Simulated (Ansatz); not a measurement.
A structure relaxed at PBE0-D4/def2-SVP in Ansatz, charge 0, singlet:

```xyz
4

Mo    0.8899    0.8384    0.6702
Mo    0.7769   -0.7961   -0.8404
Mo   -0.7534    0.8239   -0.8352
Si   -0.9135   -0.8662    1.0054
```

(1) Give its formula and point group.

(2) Summarise the bond lengths by kind (pairs closer than 1.2 times the sum of covalent radii, bridged metal pairs left out).

Answers

(1) SiMo₃ (the lowest singlet isomer of a short search). Point group C3v (tolerance 0.1 Å).

(2) 3 × Mo–Mo 2.23 Å; 3 × Mo–Si 2.50 Å.

In the def2 sets Mo takes a core potential; there is no spin–orbit coupling. The relaxation made no stability test and no search for a lower SCF solution. The structure comes from a short search, and lower isomers may exist.
